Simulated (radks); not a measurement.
Spin polarisation of the 3p1 shell in the silicon ion Si+. Start: [Ne] 3s2 3p(up 0.5, down 0.5); electrons of 3p are moved from spin down to spin up, other shells keep equal spins. All-electron calculation, scalar-relativistic Kohn-Sham, BLYP, spin-polarised, spherical densities, finite nucleus; Fermi nuclear charge, rms radius of each element as measured or else 0.836 A^(1/3) + 0.57 fm. Program: a radial shooting solver on a logarithmic mesh with Libxc functionals.

[
 {"moment (Bohr magnetons)": "0", "E - E(0) (eV)": "0.000", "e(3p up) (eV)": "-11.517", "e(3p down) (eV)": "-11.517", "3s down minus up (eV)": "0.000", "2p down minus up (eV)": "0.000", "2s down minus up (eV)": "0.000"},
 {"moment (Bohr magnetons)": "0.25", "E - E(0) (eV)": "-0.014", "e(3p up) (eV)": "-11.627", "e(3p down) (eV)": "-11.397", "3s down minus up (eV)": "0.245", "2p down minus up (eV)": "0.034", "2s down minus up (eV)": "0.025"},
 {"moment (Bohr magnetons)": "0.5", "E - E(0) (eV)": "-0.057", "e(3p up) (eV)": "-11.727", "e(3p down) (eV)": "-11.269", "3s down minus up (eV)": "0.488", "2p down minus up (eV)": "0.069", "2s down minus up (eV)": "0.051"},
 {"moment (Bohr magnetons)": "0.75", "E - E(0) (eV)": "-0.129", "e(3p up) (eV)": "-11.815", "e(3p down) (eV)": "-11.134", "3s down minus up (eV)": "0.726", "2p down minus up (eV)": "0.103", "2s down minus up (eV)": "0.076"}
]

At moment 0.75 the spin-polarisation energy is -0.129 eV and the 3p exchange splitting 0.681 eV, that is 0.908 eV per Bohr magneton; E = -I m^2/4 would give I = 0.915 eV.
